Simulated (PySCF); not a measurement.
**Ionisation energy of I by level of theory**

I [Kr] 4d10 5s2 5p5 (2P) → I⁺ [Kr] 4d10 5s2 5p4 (3P), as a difference of total energies. Computed with PySCF 2.14 in aug-cc-pVQZ-PP with ECP28MDF, with a scalar-relativistic core potential. Correlated levels: valence: 4s2 4p6 4d10 frozen. The calculations carry no spin-orbit coupling.

| method | ionisation energy (eV) |
| --- | --- |
| UHF | 9.537 |
| MP2 (valence) | 10.389 |
| SCS-MP2 (valence) | 10.408 |
| CCSD (valence) | 10.420 |
| CCSD(T) (valence) | 10.469 |

Question: How much does correlation contribute at CCSD(T) (valence)?

Answer: 10.469 − (9.537) = 0.932 eV, measured against UHF.

Errors of the correlated levels include the incompleteness of this basis and the frozen core.

For comparison: 10.519 eV (measured; NIST levels, between the centres of gravity of the two terms).
